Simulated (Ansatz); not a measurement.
# SnTe (SMILES [Sn][Te]): methods side by side

The species is SnTe (2 atoms), meant as a singlet with charge 0. SMILES: `[Sn][Te]`. The coordinates come from a PBE0-D4/def2-TZVP relaxation.

```xyz
2

Sn    0.0000    0.0000    0.0094
Te    0.0000    0.0000    2.5273
```

Each level gives the energy change with the Sn1–Te2 bond stretched from 2.518 to 5.074 Å (eV). The values are calculated.

| level | kind | program | value (eV) | less FCI/STO-3G | CPU time (all runs) |
| --- | --- | --- | --- | --- | --- |
| SVWN5/STO-3G (restricted) | LDA | Ansatz | 7.45 | +2.38 | 3.6 s |
| BLYP/STO-3G (restricted) | GGA | Ansatz | 6.76 | +1.69 | 6.6 s |
| r2SCAN/STO-3G (restricted) | meta-GGA | Ansatz | 7.56 | +2.49 | 20 s |
| B3LYP/STO-3G (restricted) | global hybrid | Ansatz | 7.81 | +2.74 | 7.8 s |
| r2SCAN0/STO-3G (restricted) | hybrid meta-GGA | Ansatz | 8.53 | +3.46 | 18 s |
| HSE06/STO-3G (restricted) | range-separated hybrid | Ansatz | 8.14 | +3.07 | 13 s |
| MP2/STO-3G (restricted) | perturbation theory | Ansatz | 8.28 | +3.21 | 6.7 s |
| CCSD(T)/STO-3G (restricted) | coupled cluster or CI | Ansatz | 7.86 | +2.79 | 5.7 s |
| FCI/STO-3G | exact in the basis | Ansatz | 5.07 | 0.00 | 13 s |

FCI/STO-3G is exact within its basis and frozen core, so for wave-function methods in that basis the difference is their error; functionals converge differently with the basis, so for them it is only a difference. All-electron rows without a relativistic Hamiltonian named are non-relativistic. The first shape isn't each level's own minimum. The values span 5.07 to 8.53 eV. All rows use very small basis sets, so none should be taken for the real molecule's value. In the correlated wave-function rows the outer d shell of Sn, Te is correlated, in sets not made for it. In so small a basis fixed costs decide the times, and correlated methods can beat functionals. CPU times are rough (shared hosts, several kinds of processor and program).
